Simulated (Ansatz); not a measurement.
C$_{2}$H$_{6}$AlCl at its PBE0-D4/def2-TZVP geometry, where that method's forces vanish. Charge 0, multiplicity 1. The bonds changed during the relaxation, so this is another structure than the one it started from.

```xyz
10

C    -0.4964   -1.2986   -0.2554
C     0.0179    0.0765   -0.5618
Al    0.2061    1.5339    0.7469
Cl    1.8912    0.1363   -0.2714
H    -0.0573   -2.0738   -0.8898
H    -0.3373   -1.5698    0.7899
H    -1.5770   -1.2933   -0.4347
H    -0.0651    0.3345   -1.6168
H     0.0610    1.1360    2.2732
H     0.3569    3.0184    0.2199
```

(1) What forces (eV/Å) does PBE-D4/def2-TZVPP give on these atoms in the Gaussian-basis code of Ansatz? (An estimate is asked.)

Results:

(1) Computed: 
```
C1   0.019  0.029 -0.005
C2  -0.142 -0.005  0.026
Al3 -0.047  0.097  0.071
Cl4  0.312 -0.008  0.013
H5   0.074 -0.172 -0.127
H6   0.020 -0.064  0.209
H7  -0.218 -0.009 -0.034
H8  -0.030  0.059 -0.221
H9  -0.005 -0.033  0.106
H10  0.017  0.106 -0.038
```
